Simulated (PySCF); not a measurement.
Sb (antimony, neutral) across methods

[Kr] 4d10 5s1 5p3 6s1, high-spin 6S determinant (an excited configuration). Calculation: PySCF 2.14, in x2c-QZVPPall with one added diffuse shell each of s, p, d, f type (14s10p8d5f1g, 128 functions); the spin-free X2C one-electron Hamiltonian (Gaussian nucleus).

| method | E (hartree) | mean ε 5s α (eV) | mean ε 5p α (eV) | mean ε 6s α (eV) | Σ⟨r²⟩ (bohr²) | ⟨S²⟩ |
| --- | --- | --- | --- | --- | --- | --- |
| LDA | -6474.20 | -17.980 | -9.173 | -2.105 | 91.92 | 8.751 |
| PBE0 | -6480.04 | -19.913 | -10.337 | -2.325 | 94.21 | 8.752 |
| r2SCAN | -6480.40 | -18.789 | -9.652 | -1.986 | 94.72 | 8.753 |
| PBE | -6479.95 | -17.861 | -9.117 | -1.967 | 93.45 | 8.752 |
| UHF | -6477.68514 | -25.299 | -13.437 | -3.113 | 97.51 | 8.754 |
| BHandHLYP | -6480.37 | -21.614 | -11.197 | -2.478 | 95.32 | 8.751 |
| LC-wPBE | -6479.92 | -23.604 | -13.093 | -3.366 | 96.02 | 8.752 |
| revPBE | -6480.21 | -17.845 | -9.113 | -1.935 | 93.95 | 8.752 |

The outer electron is Rydberg-like, and this basis confines it to a smaller radius and binds it less than a complete one would.
